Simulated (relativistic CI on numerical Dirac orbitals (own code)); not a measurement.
**Bi42+: sensitivity of the levels to the model**

Base calculation: Dirac-Coulomb-Breit CI, separate exchange-only KLI orbitals for each configuration, model QED (radiative potential, 1s self-energy scaled to tabulated hydrogen-like ionisation energies), unscaled Slater integrals.

Configuration list (outside the closed core [Ar] 3d10): 4s2 4p6 4d5, 4s2 4p6 4d4 4f, 4s2 4p5 4d6, 4s 4p6 4d6, 4s2 4p5 4d5 4f, 4s 4p6 4d5 4f, 4s2 4p6 4d4 5s, 4s2 4p6 4d3 4f 5s, 4s2 4p6 4d4 5p, 4s2 4p6 4d4 5d, 4s2 4p5 4d5 5s, 4p6 4d6 4f, 4s2 4p6 4d4 5f, 4s2 4p6 4d3 5s 5p, 4s 4p6 4d4 4f 5s, 4s2 4p6 4d4 5g, 4s2 4p6 4d4 6s, 4p6 4d7, 4p5 4d8, 4p5 4d7 4f, 4s2 4p6 4d3 5s2, 4s2 4p6 4d2 4f 5s2, 4s2 4p5 4d3 4f 5s2, 4s 4p6 4d3 4f 5s2. Double excitations out of closed p, d and f shells are left out; levels of such configurations are missing from the list, as are those of other unlisted configurations, and high levels can miss mixing partners. These lack a partner that the ground configuration has and come out too high: 4s2 4p5 4d5 5s.

Variants: (1) P86 correlation estimate; (2) one mean potential for all configurations; (3) only the first 3 configurations. Shifts of the energy above 4s2 4p6 4d5 4P_5/2, in cm⁻¹, for the lowest level and the first level of each name with at least 55 % of one term (blank where a level changes its place among those of its configuration and J or its character, or is not in the variant):

```
               Level     Base   Δ(1)  Δ(2)    Δ(3)
  4s2 4p6 4d5 4P_5/2        0      0     0       0
  4s2 4p6 4d5 2D_3/2   387800    -20   +10   -3378
  4s2 4p6 4d5 4G_9/2   512503    +18   +27   +5250
 4s2 4p6 4d5 2I_13/2   526202    +26   +29   +7642
  4s2 4p6 4d5 4D_1/2   529107     +6   +23   +3142
  4s2 4p6 4d5 2G_7/2   571719    +11   +22   +5411
  4s2 4p6 4d5 4F_5/2   582014     -8   +23    -481
  4s2 4p6 4d5 2P_3/2   698903     -2   +17   +1862
4s2 4p5 4d6 4H°_13/2  2090594  +2094  -434  -32672
```

At this charge energies of transitions that change n are usually good to better than 1 %, and those within a shell (Δn = 0) to a few per cent.

Ionisation energy from the two ground configurations alone: base 2090.14 eV; P86 correlation estimate 2092.27 eV. The NIST ASD value (theoretical) is 2090 eV.

LS names give the leading component of a level, which can be under half, so a name can repeat, a term be missing and a line seem to break the LS rules.
